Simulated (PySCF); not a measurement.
B(Cl)(OMe)(SeH) (CH4BClOSe), SMILES COB(Cl)[SeH]. Heavy atoms are numbered as in [B:1]([Cl:2])([O:3][CH3:4])[SeH:8]. Hydrogens are named by the atom that carries them.

Geometry optimised at B3LYP-D3(BJ)/def2-SVP. The structure was generated by enumeration, and PubChem lists no compound with its InChIKey, so it may never have been made. One conformer was computed; it need not be the lowest.

These are PBE/def2-TZVP (PySCF) values and carry that method's errors.

Atomic charges (e), one atom of each kind:

```
atom         IAO  Löwdin
---------  -----  ------
B1          0.13   -1.42
Cl2          ___    0.55
O3         -0.33    0.37
C4 (CH3)     ___   -0.32
H on C4     0.15    0.12
Se8 (SeH)    ___    0.38
H on Se8    0.08    0.08
```

Question: Fill in the missing entries. (An estimate is asked for; the answer gives what the named calculation found.)

Answer: 
- Cl2, IAO: -0.08
- C4 (CH3), IAO: -0.22
- Se8 (SeH), IAO: -0.04

Question: Give the Mayer and Wiberg (Löwdin basis) orders of the bonds. (The exact figures need the calculation; the answer reports its results.)

Answer: 
```json
[
 {"bond": "B1–Cl2", "Mayer": "1.24", "Wiberg": "2.11"},
 {"bond": "B1–O3", "Mayer": "1.39", "Wiberg": "1.96"},
 {"bond": "O3–C4", "Mayer": "0.92", "Wiberg": "1.38"},
 {"bond": "B1–Se8", "Mayer": "1.26", "Wiberg": "1.82"}
]
```
